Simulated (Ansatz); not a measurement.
Start from `CCN([SiH3])c1ccccc1` and change one atom or group to get `[SiH3]N(c1ccccc1)c1ccccc1`.

Ansatz, PBE0-D4/def2-TZVP geometries, multiplicity 1. Each molecule was computed in one conformer, which needn't be the lowest.

| property | `CCN([SiH3])c1ccccc1` |
| --- | --- |
| HOMO–LUMO gap (ωB97M-V/def2-TZVPP) / eV | 9.76 |
| HOMO–LUMO gap (PBE/def2-TZVPP) / eV | 3.90 |
| HOMO–LUMO gap (PBE0/def2-TZVPP) / eV | 5.77 |
| HOMO energy (ωB97M-V/def2-TZVPP) / eV | -7.93 |
| LUMO energy (PBE/def2-TZVPP) / eV | -1.02 |
| LUMO energy (PBE0/def2-TZVPP) / eV | -0.13 |

Question: What does the change do to each property? (Estimate.)

Answer: Computed: 
| property | `[SiH3]N(c1ccccc1)c1ccccc1` | shift |
| --- | --- | --- |
| HOMO–LUMO gap (ωB97M-V/def2-TZVPP) / eV | 9.36 | -0.40 |
| HOMO–LUMO gap (PBE/def2-TZVPP) / eV | 3.56 | -0.34 |
| HOMO–LUMO gap (PBE0/def2-TZVPP) / eV | 5.40 | -0.37 |
| HOMO energy (ωB97M-V/def2-TZVPP) / eV | -7.94 | -0.01 |
| LUMO energy (PBE/def2-TZVPP) / eV | -1.42 | -0.40 |
| LUMO energy (PBE0/def2-TZVPP) / eV | -0.53 | -0.40 |

Positive LUMOs are unbound, so they and the gaps depend on the basis.
